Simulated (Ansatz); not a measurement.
`C[NH2+][Al-]([OH])([OH])[OH]`, 14 atoms. The species carries charge 0 and has multiplicity 1. All runs use 4 threads of an Intel Xeon Platinum 8488C on a shared host. Correlated methods freeze the cores.

Question: Give the basis size and wall time and peak host memory of each of these runs in Ansatz. direct RPA on PBE orbitals/def2-TZVPP energy; RKS PBE0-D4/def2-QZVPP energy; RKS PBE0-D4/def2-SVP energy; RKS ωB97M-V/def2-QZVPP energy; RKS BHLYP-D4/def2-TZVPP energy; RHF-CCSD(T)/def2-TZVPP energy; RKS BLYP-D4/def2-TZVPP energy; RKS ωB97M-V/def2-SVP energy; RKS PBE0-D4/def2-TZVP frequencies; RHF-CCSD(T)/def2-SVP energy; RKS B3LYP-D4/def2-TZVPP energy and forces; RKS PBE0-D4/def2-TZVP relaxation (9 steps). (An estimate is asked.)

Answer: The calculation gave: Other jobs shared the machine, so times are rough.

```tsv
level	job	functions	wall time	peak host memory (GiB)
RKS PBE0-D4/def2-SVP	energy	128	1.1 s	0.34
RKS BLYP-D4/def2-TZVPP	energy	309	2.3 s	0.47
RKS BHLYP-D4/def2-TZVPP	energy	309	3.2 s	0.94
RKS ωB97M-V/def2-SVP	energy	128	3.3 s	0.47
RKS B3LYP-D4/def2-TZVPP	energy and forces	309	4.9 s	1.1
direct RPA on PBE orbitals/def2-TZVPP	energy	309	7 s	0.99
RHF-CCSD(T)/def2-SVP	energy	128	9 s	0.89
RKS PBE0-D4/def2-QZVPP	energy	595	9.5 s	2.6
RKS ωB97M-V/def2-QZVPP	energy	595	19 s	2.9
RKS PBE0-D4/def2-TZVP	relaxation (9 steps)	240	36 s	0.73
RKS PBE0-D4/def2-TZVP	frequencies	240	3.6 min	0.78
RHF-CCSD(T)/def2-TZVPP	energy	309	11 min	4.7
```

B3LYP here is the variant with VWN-RPA as its local correlation; programs differ in this.
